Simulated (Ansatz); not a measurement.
Sn₂₀H₂₈, a nanocrystal cut from cubic tin. Charge 0, multiplicity 1. Geometry PBE-D4/def2-SVP.

```xyz
48

Sn    0.1989    5.1066   -0.9935
Sn    1.9824    0.3766    4.8434
Sn   -1.3847   -3.0097    3.1772
Sn   -2.8328    2.0539   -2.9097
Sn   -3.5717   -1.9223   -0.7108
Sn   -0.5743    1.0646    1.0117
Sn    3.4616    1.8298   -0.9333
Sn    2.6722   -2.1972    1.0564
Sn    0.4133   -1.2041   -2.8786
Sn   -0.2996   -5.2208   -0.6665
Sn    0.6331    2.2712    3.2627
Sn   -1.7513    3.1210   -0.5330
Sn    2.4173    4.0286   -2.3413
Sn   -2.4999   -0.8871    1.6894
Sn    3.8846   -1.0154    3.3131
Sn    0.7441   -4.1440    1.7221
Sn   -4.7794    0.1332   -2.2204
Sn   -0.8427    0.7796   -4.4432
Sn   -1.4998   -3.1591   -2.1739
Sn    1.4909   -0.1456   -0.4917
H    -0.4757    6.4326   -1.8921
H     0.7159    5.7434    0.5383
H     2.7342    1.1355    6.2157
H     0.8194   -0.7500    5.4696
H    -2.6083   -4.2234    3.4217
H    -0.8635   -2.4731    4.7451
H    -3.5705    3.3272   -3.8468
H    -4.7685   -3.1302   -0.3162
H     4.0426    2.3498    0.6207
H     4.8263    1.1487   -1.7668
H     3.9078   -2.9671    0.0921
H     1.6950   -1.9585   -3.7918
H    -1.4658   -6.4620   -0.3158
H     0.9697   -5.9632   -1.5932
H    -0.5549    3.1275    4.1987
H     1.7590    3.4617    2.6817
H    -3.0602    3.8180    0.3890
H     3.6355    5.2448   -2.5879
H     1.9197    3.4903   -3.9149
H    -3.7789   -0.1293    2.6036
H     4.6890   -2.2153    4.2796
H     5.1101    0.0921    2.7739
H     1.4835   -5.4152    2.6610
H    -6.0472    0.8751   -1.2914
H    -5.5122   -0.5288   -3.6516
H    -1.5955    0.0172   -5.8151
H     0.3126    1.9244   -5.0537
H    -2.1808   -3.8317   -3.6335
```

In the def2 sets Sn takes a core potential; there is no spin–orbit coupling. Single mean-field runs in def2-SVP, def2-TZVP are fitted with def2-universal-jkfit.

Estimate the orbital energies around the gap (eV) in Ansatz with LDA (SPW92)/def2-SVP, r2SCAN-D4/def2-SVP, r2SCANh-D4/def2-SVP, PBE0-D4/def2-SVP, PBE0-D4/def2-TZVP.


```
orbital  LDA (SPW92)/def2-SVP  r2SCAN-D4/def2-SVP  r2SCANh-D4/def2-SVP  PBE0-D4/def2-SVP  PBE0-D4/def2-TZVP
 HOMO−9                 -6.46               -6.59                -6.91             -7.23              -7.25
 HOMO−8                 -6.41               -6.55                -6.88             -7.20              -7.23
 HOMO−7                 -6.34               -6.48                -6.79             -7.11              -7.13
 HOMO−6                 -6.31               -6.46                -6.77             -7.09              -7.11
 HOMO−5                 -6.18               -6.33                -6.64             -6.96              -7.00
 HOMO−4                 -6.15               -6.32                -6.62             -6.94              -6.96
 HOMO−3                 -6.03               -6.14                -6.44             -6.74              -6.76
 HOMO−2                 -6.03               -6.14                -6.43             -6.73              -6.76
 HOMO−1                 -5.90               -6.04                -6.33             -6.64              -6.67
   HOMO                 -5.83               -5.96                -6.25             -6.55              -6.58
   LUMO                 -3.06               -2.70                -2.46             -2.14              -2.22
 LUMO+1                 -2.92               -2.59                -2.37             -2.07              -2.15
 LUMO+2                 -2.74               -2.41                -2.17             -1.85              -1.94
 LUMO+3                 -2.66               -2.36                -2.13             -1.82              -1.91
 LUMO+4                 -2.65               -2.31                -2.08             -1.77              -1.86
 LUMO+5                 -2.45               -2.11                -1.88             -1.58              -1.68
```
